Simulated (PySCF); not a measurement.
Input file for PySCF: R-HF/3-21G on H2S (SMILES S).

```python
from pyscf import gto, scf, dft, mp
from pyscf.data.elements import chemcore

mol = gto.M(
    atom='''
    S    -0.31625139    0.11783703   -0.45729565
    H    -0.22977986    1.43462952   -0.20979202
    H     0.59313329   -0.17891188    0.48813437
    ''',
    basis='3-21g',
    charge=0, spin=0, verbose=3, max_memory=1800)
mf = scf.RHF(mol)
mf.conv_tol = 1e-8
mf.max_cycle = 100
mf.kernel()
if not mf.converged:
    mf = mf.newton().run(mf.mo_coeff, mf.mo_occ)
```

**Question.** Give the final energy of this run.

**Answer.** -396.7042 hartree.
